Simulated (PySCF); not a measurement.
Polarisability and C₆ of Hf+ (hafnium, charge +1)

[Xe] 4f14 5d1 6s2, 2D determinant. Calculation: PySCF 2.14, in ANO-RCC-VTZP (8s7p5d3f2g1h, 104 functions); the spin-free X2C one-electron Hamiltonian (Gaussian nucleus). Coupled (time-dependent) response in atomic units; α is the mean over directions. The basis has no added diffuse functions, which lowers α and C₆.

```json
{"method": "PBE0", "mean α (bohr³)": "51.50", "α xx, yy, zz": "50.29, 50.29, 53.91", "C₆ (like pair)": "481.5", "S(−4)": "1174"}
```

S(−4) is the Cauchy moment in α(ω) = α(0) + S(−4) ω² + …

Spin-orbit coupling is absent.

α(iu) at PBE0:

| u (hartree) | α(iu) (bohr³) |
| --- | --- |
| 0 | 51.50 |
| 0.0500 | 48.75 |
| 0.100 | 42.24 |
| 0.200 | 28.48 |
| 0.300 | 19.46 |
| 0.500 | 11.05 |
| 0.750 | 7.056 |
| 1.00 | 5.169 |
| 1.50 | 3.290 |
| 2.00 | 2.332 |
| 3.00 | 1.386 |
| 5.00 | 0.6857 |

For an ion, C₆ is the dispersion term alone; charge-induced terms of lower order in 1/R come first.

The components differ because the open shell of this determinant is not spherical; for a pure term their mean is the scalar polarisability.

⟨L²⟩ = 8.15 against 6 for a pure D term, so this real determinant mixes terms. Spin-orbit coupling, absent here, splits the open shell strongly. ⟨S²⟩ = 1.31 against 0.75 shows spin contamination. The s, p, d and f populations moved away from the nominal configuration during the SCF.
